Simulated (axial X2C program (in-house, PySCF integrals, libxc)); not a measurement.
Outer orbitals of InSi⁺ at 3.092 Å, PBE0

All values were computed with an in-house all-electron X2C program for linear molecules (integrals from PySCF). Spin-free means the one-electron spin-free X2C Hamiltonian; two-component (2c) means X2C with spin–orbit coupling and atomic mean-field two-electron Coulomb and Gaunt terms, so the difference of the two also holds small scalar two-electron terms. Basis: In dyall-cv3z [11s12p9d4f1g], Si dyall-v3z [8s7p2d1f] (cores contracted in-house); Gaussian nuclei, density fitting, unrestricted open shells. Masses: In 114.904 u, Si 27.977 u.

The distance is close to the 2c PBE0 minimum; the highest filled and lowest empty levels are listed.

Spin-free orbitals, state M_S = 1, Λ = 1 (beyond evenly filled blocks: σα, π+α) (Löwdin shares):

```json
{"symmetry": "δ+α", "occupied": "yes", "ε (eV)": "-27.17", "atomic character": "100% In d"}
{"symmetry": "δ-α", "occupied": "yes", "ε (eV)": "-27.17", "atomic character": "100% In d"}
{"symmetry": "δ+β", "occupied": "yes", "ε (eV)": "-27.16", "atomic character": "100% In d"}
{"symmetry": "δ-β", "occupied": "yes", "ε (eV)": "-27.16", "atomic character": "100% In d"}
{"symmetry": "σα", "occupied": "yes", "ε (eV)": "-27.11", "atomic character": "100% In d"}
{"symmetry": "π+α", "occupied": "yes", "ε (eV)": "-27.11", "atomic character": "100% In d"}
{"symmetry": "π-α", "occupied": "yes", "ε (eV)": "-27.11", "atomic character": "100% In d"}
{"symmetry": "π+β", "occupied": "yes", "ε (eV)": "-27.06", "atomic character": "100% In d"}
{"symmetry": "π-β", "occupied": "yes", "ε (eV)": "-27.06", "atomic character": "100% In d"}
{"symmetry": "σβ", "occupied": "yes", "ε (eV)": "-27.04", "atomic character": "100% In d"}
{"symmetry": "σα", "occupied": "yes", "ε (eV)": "-18.42", "atomic character": "82% Si s, 8% In s, 6% In p"}
{"symmetry": "σβ", "occupied": "yes", "ε (eV)": "-16.58", "atomic character": "73% Si s, 17% In s, 6% In p"}
{"symmetry": "σα", "occupied": "yes", "ε (eV)": "-14.87", "atomic character": "76% In s, 14% Si p, 8% Si s"}
{"symmetry": "σβ", "occupied": "yes", "ε (eV)": "-14.18", "atomic character": "73% In s, 16% Si s, 7% Si p"}
{"symmetry": "σα", "occupied": "yes", "ε (eV)": "-10.97", "atomic character": "60% Si p, 27% In p, 9% In s"}
{"symmetry": "π+α", "occupied": "yes", "ε (eV)": "-10.74", "atomic character": "91% Si p, 6% In p, 3% In d"}
{"symmetry": "π-α", "occupied": "no", "ε (eV)": "-8.76", "atomic character": "85% Si p, 12% In p, 3% In d"}
{"symmetry": "σβ", "occupied": "no", "ε (eV)": "-7.91", "atomic character": "52% Si p, 39% In p, 4% In s"}
{"symmetry": "π-β", "occupied": "no", "ε (eV)": "-7.66", "atomic character": "66% Si p, 31% In p, 2% In d"}
{"symmetry": "π+β", "occupied": "no", "ε (eV)": "-7.66", "atomic character": "66% Si p, 31% In p, 2% In d"}
```

Spinors with spin–orbit coupling (state Ω = 2):

```json
{"ω": "-3/2", "occupied": "yes", "ε (eV)": "-27.67", "atomic character": "100% In d", "λ mixture": "84% δ, 16% π"}
{"ω": "3/2", "occupied": "yes", "ε (eV)": "-27.66", "atomic character": "100% In d", "λ mixture": "82% δ, 18% π"}
{"ω": "1/2", "occupied": "yes", "ε (eV)": "-27.60", "atomic character": "100% In d", "λ mixture": "57% π, 43% σ"}
{"ω": "-1/2", "occupied": "yes", "ε (eV)": "-27.59", "atomic character": "100% In d", "λ mixture": "64% π, 36% σ"}
{"ω": "5/2", "occupied": "yes", "ε (eV)": "-26.85", "atomic character": "100% In d", "λ mixture": "100% δ"}
{"ω": "-5/2", "occupied": "yes", "ε (eV)": "-26.84", "atomic character": "100% In d", "λ mixture": "100% δ"}
{"ω": "3/2", "occupied": "yes", "ε (eV)": "-26.80", "atomic character": "100% In d", "λ mixture": "82% π, 18% δ"}
{"ω": "1/2", "occupied": "yes", "ε (eV)": "-26.77", "atomic character": "100% In d", "λ mixture": "57% σ, 43% π"}
{"ω": "-3/2", "occupied": "yes", "ε (eV)": "-26.76", "atomic character": "100% In d", "λ mixture": "84% π, 16% δ"}
{"ω": "-1/2", "occupied": "yes", "ε (eV)": "-26.74", "atomic character": "100% In d", "λ mixture": "64% σ, 36% π"}
{"ω": "1/2", "occupied": "yes", "ε (eV)": "-18.42", "atomic character": "82% Si s, 8% In s, 6% In p", "λ mixture": "100% σ"}
{"ω": "-1/2", "occupied": "yes", "ε (eV)": "-16.58", "atomic character": "73% Si s, 17% In s, 6% In p", "λ mixture": "100% σ"}
{"ω": "1/2", "occupied": "yes", "ε (eV)": "-14.87", "atomic character": "76% In s, 14% Si p, 8% Si s", "λ mixture": "100% σ"}
{"ω": "-1/2", "occupied": "yes", "ε (eV)": "-14.18", "atomic character": "73% In s, 16% Si s, 7% Si p", "λ mixture": "100% σ"}
{"ω": "1/2", "occupied": "yes", "ε (eV)": "-10.97", "atomic character": "60% Si p, 27% In p, 9% In s", "λ mixture": "100% σ"}
{"ω": "3/2", "occupied": "yes", "ε (eV)": "-10.73", "atomic character": "91% Si p, 6% In p, 3% In d", "λ mixture": "100% π"}
{"ω": "-1/2", "occupied": "no", "ε (eV)": "-8.78", "atomic character": "84% Si p, 13% In p, 3% In d", "λ mixture": "100% π"}
{"ω": "-1/2", "occupied": "no", "ε (eV)": "-7.92", "atomic character": "52% Si p, 40% In p, 4% In s", "λ mixture": "99% σ, 1% π"}
{"ω": "1/2", "occupied": "no", "ε (eV)": "-7.70", "atomic character": "62% Si p, 34% In p, 2% In d", "λ mixture": "100% π"}
{"ω": "-3/2", "occupied": "no", "ε (eV)": "-7.62", "atomic character": "68% Si p, 28% In p, 2% In d", "λ mixture": "100% π"}
```

Mulliken charges and populations of the two-component result (they depend on the basis, above all on diffuse functions):

In 0.69 e (s 9.94 p 18.34 d 20.03), Si 0.31 e (s 5.97 p 7.71 d 0.02). ⟨Lz⟩ = 1.00 ħ and ⟨Sz⟩ = 1.00 ħ (0.17 and 0.83 on the two atoms), which add up to Ω.

The state is a single determinant with fixed occupations, the lowest that a limited PBE0 search found. Density functionals use the spin component along the axis (collinear). PBE0 can misorder states that lie within some tenths of an eV, so this need not be the ground state of the molecule. The nearest other spin-free determinant of the search, M_S = 0, Λ = 1, lies 0.22 eV up at the distance of the search. Without a current term, density functionals place determinants with orbital angular momentum somewhat too high. With several unpaired electrons one determinant need not be a pure state. Open-shell Ω = 0 determinants with evenly filled partner blocks cannot be reached by this program, so the Ω shown need not be the lowest component.
